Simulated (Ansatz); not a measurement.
Total energies of InMe2H (C2H7In) from Ansatz at r2SCAN-D4/def2-TZVP, gas phase (1 Eh = 27.2114 eV = 2625.5 kJ/mol). The reference geometry is relaxed at r2SCAN-D4/def2-SVP.

```xyz
10

In    0.346    0.188   -0.743
C     1.402   -1.067    0.686
H     0.836   -1.998    0.851
H     1.476   -0.554    1.659
H     2.415   -1.326    0.344
C    -1.623    0.945   -0.213
H    -1.534    1.646    0.633
H    -2.274    0.118    0.116
H    -2.108    1.467   -1.051
H     1.064    0.582   -2.281
```

| state | geometry | energy (Eh) |
| --- | --- | --- |
| charge 0 singlet | reference | -270.57887 |
| charge 1 doublet | reference | -270.24820 |
| free In atom (doublet) | – | -190.18147 |
| free C atom (triplet) | – | -37.83292 |
| free H atom (doublet) | – | -0.49993 |

In the def2 sets In takes a core potential; there is no spin–orbit coupling.

(1) Work out the vertical ionisation energy to the doublet.

(2) What is the binding energy per atom against free atoms?

(1) E(charge 1 doublet) − E(charge 0 singlet) = -270.24820 − (-270.57887) = 0.33067 Eh = 9.00 eV. For comparison, −ε of the highest occupied level is 6.26 eV at this level, 2.74 eV less.

(2) Atoms: 1 × (-190.18147) + 2 × (-37.83292) + 7 × (-0.49993) = -269.34682 Eh. Binding: -269.34682 − (-270.57887) = 1.23205 Eh = 33.53 eV, or 3.35 eV for each of 10 atoms (no zero-point energy, no counterpoise term).
